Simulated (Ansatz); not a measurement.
Calculated with Ansatz (gas phase, PBE0-D4/def2-TZVP geometries, no zero-point term in ΔE). CCSD(T)/CBS adds triple-zeta CCSD(T) − MP2 to the extrapolated MP2 energy (def2 sets, frozen cores). This one scheme is used for every species. DFT in def2-TZVPP. B3LYP here is the variant with VWN-RPA as its local correlation; programs differ in this. Each species was taken in one conformer, which may not be the lowest.

`C[SiH2]OB(O)O` + `NB(O)F` → `C[SiH2]OB(N)F` + `OB(O)O`  (ligand exchange at the Si–O bond)

Is it downhill or uphill in electronic energy at CCSD(T)/CBS, and by how much? (Best estimate.)

Computed: Downhill: ΔE = -8.0 kJ/mol.

What do these levels give: B3LYP-D4, ωB97X-V, B3LYP, HF/def2-TZVPP, CCSD(T)/def2-TZVPP, SCS-MP2/def2-QZVPP? (An estimate is asked.)

The calculation gave: B3LYP-D4 -8.5, ωB97X-V -8.6, B3LYP -10.7, HF/def2-TZVPP -11.2, CCSD(T)/def2-TZVPP -8.3, SCS-MP2/def2-QZVPP -8.7 kJ/mol.

Largest T1 diagnostic among the species: 0.012.
